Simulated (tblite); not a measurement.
A geometry optimisation, step by step.

Species: C9H9N3.
Numbering: `[CH2:1]=[CH:2][c:3]1[c:4]([CH3:5])[cH:6][cH:7][c:8]2[cH:9][n:10][n:11][n:12]12` (hydrogens: H13, H14 on C1; H15 on C2; H16, H17, H18 on C5; H19 on C6; H20 on C7; H21 on C9)

Computed with GFN2-xTB (tblite), gas phase: L-BFGS steps from a force-field or distance-geometry start until the largest atomic force falls under 0.01 eV/Å. 5 of its 86 geometries are shown.

Step 0: E = -886.2358 eV, largest atomic force 2.542 eV/Å
```
atom  x, y, z in Å  |  force x, y, z in eV/Å
C1     -2.661   -1.076   -0.684   -0.006   0.178   0.157
C2     -1.429   -0.894   -1.154   -0.116  -0.382   0.450
C3     -0.326   -0.289   -0.391    0.503  -0.499  -0.159
C4     -0.387    0.977    0.118    1.431   0.511   1.060
C5     -1.522    1.948    0.001   -0.348  -0.021  -0.560
C6      0.766    1.472    0.873   -1.160   0.350  -0.418
C7      1.896    0.756    1.033    0.572  -0.171   0.274
C8      1.976   -0.535    0.473   -1.151   0.217  -0.380
C9      2.910   -1.545    0.404   -0.113  -1.226  -0.583
N10     2.395   -2.592   -0.296   -1.688   1.899   0.085
N11     1.163   -2.282   -0.682    1.106   0.665   0.880
N12     0.858   -1.031   -0.225    0.519  -0.311  -0.087
H13    -2.977   -0.739    0.315    0.260  -0.231  -0.675
H14    -3.412   -1.577   -1.294    0.221   0.253   0.275
H15    -1.163   -1.290   -2.121    0.108  -0.080  -0.097
H16    -1.148    2.933   -0.305    0.050  -0.230   0.162
H17    -2.035    2.070    0.956    0.072  -0.071  -0.050
H18    -2.260    1.648   -0.756    0.241  -0.100   0.297
H19     0.704    2.470    1.317   -0.088  -0.398  -0.265
H20     2.744    1.152    1.600   -0.314  -0.247  -0.274
H21     3.899   -1.559    0.820   -0.097  -0.107  -0.092
```

Step 21: E = -886.5448 eV, largest atomic force 0.061 eV/Å
```
atom  x, y, z in Å  |  force x, y, z in eV/Å
C1     -2.608   -1.048   -0.694   -0.019   0.007  -0.010
C2     -1.359   -0.927   -1.117   -0.019   0.024   0.011
C3     -0.305   -0.249   -0.362    0.015  -0.010  -0.007
C4     -0.354    1.014    0.176   -0.007  -0.003  -0.016
C5     -1.541    1.912   -0.005    0.013  -0.004   0.015
C6      0.770    1.509    0.888   -0.029   0.012  -0.012
C7      1.902    0.768    1.052   -0.022   0.043   0.001
C8      1.954   -0.510    0.478   -0.003   0.015  -0.002
C9      2.850   -1.574    0.365    0.001  -0.005  -0.012
N10     2.267   -2.537   -0.345    0.009  -0.026  -0.002
N11     1.076   -2.184   -0.689    0.010  -0.007  -0.013
N12     0.850   -0.964   -0.215   -0.001  -0.002  -0.005
H13    -2.923   -0.658    0.261   -0.013   0.021  -0.054
H14    -3.354   -1.563   -1.273    0.018  -0.012   0.006
H15    -1.027   -1.386   -2.039   -0.019  -0.029   0.050
H16    -1.209    2.904   -0.312   -0.003  -0.034   0.010
H17    -2.084    2.024    0.934    0.012  -0.029  -0.012
H18    -2.220    1.515   -0.755    0.031   0.034   0.031
H19     0.710    2.504    1.305   -0.007  -0.005  -0.002
H20     2.752    1.141    1.598    0.045  -0.009   0.020
H21     3.844   -1.676    0.747   -0.012   0.018   0.004
```

Step 42: E = -886.5653 eV, largest atomic force 0.067 eV/Å
```
atom  x, y, z in Å  |  force x, y, z in eV/Å
C1     -2.653   -0.986   -0.759   -0.019   0.018   0.019
C2     -1.360   -0.999   -1.054    0.020   0.050  -0.040
C3     -0.312   -0.265   -0.354    0.022  -0.037  -0.006
C4     -0.353    1.006    0.174    0.016  -0.043  -0.004
C5     -1.543    1.905    0.039    0.015  -0.017   0.002
C6      0.777    1.513    0.867   -0.009  -0.024   0.024
C7      1.914    0.779    1.033    0.007  -0.010  -0.011
C8      1.967   -0.498    0.455    0.010   0.001   0.024
C9      2.870   -1.557    0.342   -0.002   0.024  -0.013
N10     2.296   -2.522   -0.372    0.001   0.009   0.015
N11     1.102   -2.176   -0.713    0.004   0.002   0.021
N12     0.864   -0.959   -0.235    0.020  -0.026   0.039
H13    -3.054   -0.412    0.057   -0.024   0.027   0.023
H14    -3.356   -1.586   -1.310    0.018   0.007  -0.013
H15    -0.984   -1.657   -1.827    0.005   0.017   0.017
H16    -1.211    2.921   -0.167    0.005   0.033   0.016
H17    -2.107    1.923    0.971   -0.036  -0.001   0.009
H18    -2.202    1.584   -0.761    0.009  -0.035  -0.029
H19     0.713    2.504    1.291   -0.015   0.011  -0.025
H20     2.764    1.150    1.585   -0.025  -0.019  -0.035
H21     3.862   -1.653    0.736   -0.023   0.015  -0.036
```

Step 64: E = -886.5761 eV, largest atomic force 0.023 eV/Å
```
atom  x, y, z in Å  |  force x, y, z in eV/Å
C1     -2.680   -0.915   -0.801   -0.007  -0.007   0.018
C2     -1.372   -1.018   -1.003    0.003   0.011   0.016
C3     -0.320   -0.301   -0.298    0.009  -0.003   0.020
C4     -0.357    0.980    0.208    0.000   0.005  -0.007
C5     -1.550    1.871    0.051    0.000   0.010   0.001
C6      0.780    1.505    0.874   -0.006  -0.006   0.001
C7      1.929    0.786    1.017   -0.004   0.013  -0.019
C8      1.980   -0.497    0.456   -0.002   0.002  -0.005
C9      2.903   -1.534    0.310   -0.008  -0.008   0.019
N10     2.318   -2.523   -0.360   -0.011  -0.007   0.008
N11     1.101   -2.210   -0.648   -0.009   0.000  -0.019
N12     0.858   -0.991   -0.179   -0.004  -0.003  -0.005
H13    -3.111   -0.283   -0.043    0.007  -0.001  -0.009
H14    -3.374   -1.504   -1.375    0.013  -0.009  -0.001
H15    -0.990   -1.740   -1.712    0.006  -0.003  -0.022
H16    -1.227    2.906   -0.039    0.001   0.008   0.015
H17    -2.200    1.800    0.922   -0.006  -0.004   0.003
H18    -2.124    1.603   -0.832    0.010   0.009  -0.006
H19     0.718    2.506    1.275   -0.005  -0.014  -0.007
H20     2.795    1.174    1.528    0.003   0.007   0.000
H21     3.915   -1.597    0.649    0.009   0.002  -0.001
```

Step 85: E = -886.5778 eV, largest atomic force 0.010 eV/Å
```
atom  x, y, z in Å  |  force x, y, z in eV/Å
C1     -2.680   -0.917   -0.807    0.001   0.002  -0.005
C2     -1.370   -1.021   -0.998    0.003   0.001  -0.004
C3     -0.321   -0.299   -0.295   -0.005  -0.002   0.001
C4     -0.357    0.984    0.210    0.004  -0.001  -0.005
C5     -1.552    1.873    0.061    0.003  -0.007   0.002
C6      0.784    1.510    0.866    0.002   0.000  -0.001
C7      1.937    0.794    0.998    0.004  -0.002   0.000
C8      1.982   -0.495    0.448    0.003   0.000  -0.004
C9      2.899   -1.538    0.313    0.001  -0.004   0.003
N10     2.307   -2.533   -0.342   -0.002   0.000  -0.001
N11     1.091   -2.216   -0.632   -0.001   0.002   0.001
N12     0.856   -0.990   -0.176    0.001   0.002  -0.002
H13    -3.118   -0.271   -0.067   -0.006   0.002   0.008
H14    -3.366   -1.519   -1.378   -0.001   0.002  -0.001
H15    -0.984   -1.751   -1.698    0.001   0.004   0.002
H16    -1.238    2.915    0.041    0.001  -0.001   0.001
H17    -2.233    1.748    0.902   -0.004  -0.004   0.004
H18    -2.091    1.649   -0.857   -0.006  -0.002   0.000
H19     0.724    2.510    1.267    0.003   0.004  -0.006
H20     2.808    1.187    1.496   -0.005   0.004   0.004
H21     3.913   -1.602    0.647    0.003  -0.001   0.005
```

Q: Summarise the path.

A: The energy falls by 0.3420 eV from step 0 to step 85; nine tenths of that is first reached at step 19. It falls at every step. The largest force goes from 2.542 to 0.010 eV/Å. Among the bonds C4–C6 changes most, from 1.465 to 1.418 Å; the atoms move by 0.253 Å rms after alignment.
